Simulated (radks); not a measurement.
I13+, 40 electrons, occupied as [Kr] 4d4. Calculated with a radial shooting solver on a logarithmic mesh with Libxc functionals: scalar-relativistic Kohn-Sham, BLYP, spin-unpolarised, spherical densities, finite nucleus; Fermi nuclear charge, rms radius 4.75 fm.

Normalised radial functions P(r) = r R(r), r in bohr:

| r | 3p | 3d | 4p |
|---|---|---|---|
| 0.003336 | 0.0233 | 0.0002 | 0.0112 |
| 0.004274 | 0.0359 | 0.0004 | 0.0173 |
| 0.005521 | 0.0558 | 0.0009 | 0.0269 |
| 0.007075 | 0.0853 | 0.0017 | 0.0411 |
| 0.00914 | 0.1308 | 0.0035 | 0.0630 |
| 0.01171 | 0.1954 | 0.0070 | 0.0941 |
| 0.01501 | 0.2868 | 0.0136 | 0.1381 |
| 0.01939 | 0.4157 | 0.0267 | 0.1999 |
| 0.02484 | 0.5762 | 0.0506 | 0.2765 |
| 0.03209 | 0.7710 | 0.0955 | 0.3687 |
| 0.04113 | 0.9617 | 0.1715 | 0.4571 |
| 0.0527 | 1.1016 | 0.2967 | 0.5175 |
| 0.06808 | 1.1062 | 0.4980 | 0.5068 |
| 0.08724 | 0.8777 | 0.7755 | 0.3771 |
| 0.1127 | 0.3351 | 1.1374 | 0.0918 |
| 0.1444 | -0.4443 | 1.5099 | -0.2939 |
| 0.1851 | -1.2765 | 1.8063 | -0.6537 |
| 0.239 | -1.8691 | 1.9058 | -0.7791 |
| 0.3063 | -1.9367 | 1.7226 | -0.4891 |
| 0.3957 | -1.4978 | 1.2830 | 0.2003 |
| 0.5071 | -0.8676 | 0.7714 | 0.9397 |
| 0.6498 | -0.3605 | 0.3548 | 1.3454 |
| 0.8394 | -0.0957 | 0.1120 | 1.2125 |
| 1.076 | -0.0160 | 0.0239 | 0.7453 |
| 1.389 | -0.0013 | 0.0028 | 0.2954 |
| 1.78 | -0.0001 | 0.0002 | 0.0748 |
| 2.282 | 0.0000 | 0.0000 | 0.0105 |

3p: eigenvalue -1133.1 eV, 1 radial node at r = 0.126 bohr, <r> = 0.311 bohr, 90 % of the charge inside 0.466 bohr. 3d: eigenvalue -881.07 eV, 0 radial nodes, <r> = 0.287 bohr, 90 % of the charge inside 0.450 bohr. 4p: eigenvalue -375.76 eV, 2 radial nodes at r = 0.120, 0.371 bohr, <r> = 0.740 bohr, 90 % of the charge inside 1.07 bohr.
